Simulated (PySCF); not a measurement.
# KO at PBE0

Computed with PBE0; K x2c-TZVPall, O x2c-TZVPall; spin-free X2C with a Gaussian nucleus (PySCF 2.14).

For KO, the state is ²Π (doublet), unpaired electrons π ↑, the bond length is 233.3 pm and the harmonic wavenumber is 393 cm⁻¹. The force constant is 1.03 mdyn/Å and the rotational constant Be is 0.2731 cm⁻¹. The anharmonicity ωexe is 2.34 cm⁻¹ and the vibration–rotation constant αe is 0.00235 cm⁻¹. The well depth De to K + O is 2.61 eV. The dissociation energy D0 is 2.59 eV. The bond order (Mayer) is 0.52. The dipole moment (positive dipole means K(−)O(+)) is -8.80 D.

The state is the lowest determinant that a PBE0 search found; another state may lie lower at other levels.
